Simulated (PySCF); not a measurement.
ClRb, charge +1, doublet, geometry from GFN2-xTB (such geometries of metal compounds can be far from the true shape) (a state made from the parent by changing its charge; the spin is typed, not shown lowest) (core potentials on Rb). Base run: PBE0/def2-TZVP in PySCF.

Input for PySCF:
```python
from pyscf import gto, scf, dft, solvent

mol = gto.Mole()
mol.atom = '''
    Rb   -0.00000000   -0.00000000   -1.02590234
    Cl    0.00000000    0.00000000    2.23284627
'''
mol.basis = 'def2-tzvp'
mol.ecp = {'Rb': 'def2-tzvp'}
mol.charge = 1
mol.spin = 1
mol.verbose = 3
mol.build()

mf = dft.UKS(mol)
mf.xc = 'pbe0'
mf.kernel()
mf.analyze()
```

Variants of this job, named by their change:

```json
[
 {"change": "base", "ΔE vs base (kJ/mol)": "0.00"},
 {"change": "model = IEF-PCM; solvent = 2-propanol; lebedev_order = 41", "ΔE vs base (kJ/mol)": "-180.1"},
 {"change": "model = IEF-PCM; solvent = 2-propanol; vdw_scale = 1.0", "ΔE vs base (kJ/mol)": "-219.7"},
 {"change": "model = IEF-PCM; solvent = 2-propanol; vdw_scale = 1.1", "ΔE vs base (kJ/mol)": "-197.6"},
 {"change": "model = SS(V)PE; solvent = 2-propanol", "ΔE vs base (kJ/mol)": "-178.9"},
 {"change": "model = IEF-PCM; solvent = tetrahydrofuran", "ΔE vs base (kJ/mol)": "-164.3"},
 {"change": "model = IEF-PCM; solvent = n-hexane", "ΔE vs base (kJ/mol)": "-88.6"},
 {"change": "model = IEF-PCM; solvent = 2-propanol", "ΔE vs base (kJ/mol)": "-180.2"},
 {"change": "model = ddCOSMO; solvent = 2-propanol", "ΔE vs base (kJ/mol)": "-280.1"},
 {"change": "model = IEF-PCM; solvent = dichloromethane", "ΔE vs base (kJ/mol)": "-168.6"},
 {"change": "model = IEF-PCM; solvent = chloroform", "ΔE vs base (kJ/mol)": "-149.4"},
 {"change": "model = IEF-PCM; solvent = 2-propanol; r_probe = 0.5", "ΔE vs base (kJ/mol)": "-156.7"}
]
```

The base is the gas phase, so ΔE is the electrostatic part of solvation at a fixed geometry, without cavity and dispersion terms.

Open shells are given as the SCF converged; they aren't shown to be the lowest states, and a large step between rows can be another state.
